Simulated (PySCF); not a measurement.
Si(H)(F)2(NH2) (F₂H₃NSi), SMILES N[SiH](F)F.

Geometry: ωB97X-D3(BJ)/def2-SVP. Other conformers were not sampled.

All values below come from TDA-B3LYP/def2-SVPD (PySCF 2.14.0).

Vertical excitations. Isolated molecule, no solvent.

```json
[
 {"state": "S1", "energy (eV)": "7.07", "λ (nm)": "175", "f": "0.055", "main pairs": "HOMO→LUMO 99 %"},
 {"state": "S2", "energy (eV)": "7.75", "λ (nm)": "160", "f": "0.002", "main pairs": "HOMO→LUMO+1 96 %"},
 {"state": "S3", "energy (eV)": "8.42", "λ (nm)": "147", "f": "0.014", "main pairs": "HOMO→LUMO+3 71 %, HOMO→LUMO+2 18 %"},
 {"state": "S4", "energy (eV)": "8.56", "λ (nm)": "145", "f": "0.060", "main pairs": "HOMO→LUMO+2 78 %, HOMO→LUMO+3 16 %"},
 {"state": "S5", "energy (eV)": "9.08", "λ (nm)": "137", "f": "0.001", "main pairs": "HOMO→LUMO+4 85 %"},
 {"state": "S6", "energy (eV)": "9.44", "λ (nm)": "131", "f": "0.031", "main pairs": "HOMO→LUMO+5 49 %, HOMO−1→LUMO 47 %"},
 {"state": "S7", "energy (eV)": "9.49", "λ (nm)": "131", "f": "0.054", "main pairs": "HOMO−1→LUMO 50 %, HOMO→LUMO+5 45 %"},
 {"state": "S8", "energy (eV)": "9.84", "λ (nm)": "126", "f": "0.068", "main pairs": "HOMO−1→LUMO+1 93 %"},
 {"state": "S9", "energy (eV)": "9.96", "λ (nm)": "124", "f": "0.020", "main pairs": "HOMO→LUMO+6 94 %"},
 {"state": "S10", "energy (eV)": "10.24", "λ (nm)": "121", "f": "0.063", "main pairs": "HOMO−1→LUMO+2 88 %"},
 {"state": "T1", "energy (eV)": "6.61", "λ (nm)": "187", "f": "0", "main pairs": "HOMO→LUMO 96 %"},
 {"state": "T2", "energy (eV)": "7.54", "λ (nm)": "164", "f": "0", "main pairs": "HOMO→LUMO+1 67 %, HOMO→LUMO+2 29 %"},
 {"state": "T3", "energy (eV)": "7.81", "λ (nm)": "159", "f": "0", "main pairs": "HOMO→LUMO+2 66 %, HOMO→LUMO+1 26 %"},
 {"state": "T4", "energy (eV)": "8.25", "λ (nm)": "150", "f": "0", "main pairs": "HOMO→LUMO+3 79 %, HOMO→LUMO+4 15 %"}
]
```
Triplets are in the Tamm–Dancoff approximation.
